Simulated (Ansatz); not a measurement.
C2H2BrNO, SMILES `BrC1=NCO1`, relaxed with RKS PBE-D4/def2-SVP in Ansatz from a rough embedded geometry. The force threshold is 0.03 eV/Å; the program also tests the step.

Total charge 0; spin multiplicity 1.

Start:

```xyz
7

Br   -2.629    0.952   -0.222
C    -0.931    0.377   -0.081
N     0.142    0.724   -0.673
C     0.932   -0.348    0.053
O    -0.403   -0.600    0.656
H     1.614    0.060    0.795
H     1.274   -1.165   -0.527
```

```json
{"step": "1", "energy (eV)": "-75657.9372", "largest force (eV/Å)": "5.362", "largest move (Å)": "0.000"}
{"step": "2", "energy (eV)": "-75658.7403", "largest force (eV/Å)": "1.497", "largest move (Å)": "0.095"}
{"step": "3", "energy (eV)": "-75658.7918", "largest force (eV/Å)": "0.368", "largest move (Å)": "0.038"}
{"step": "4", "energy (eV)": "-75658.7943", "largest force (eV/Å)": "0.270", "largest move (Å)": "0.022"}
{"step": "5", "energy (eV)": "-75658.7998", "largest force (eV/Å)": "0.017", "largest move (Å)": "0.014"}
```

End:

```xyz
7

Br   -2.621    0.923   -0.174
C    -0.842    0.363   -0.117
N     0.218    0.757   -0.746
C     0.855   -0.299    0.055
O    -0.434   -0.651    0.703
H     1.582    0.065    0.810
H     1.242   -1.158   -0.530
```

Hardware: 4 threads of an Intel Xeon Platinum 8375C on a shared host. Wall time 7 s, peak host memory 0.2 GiB.
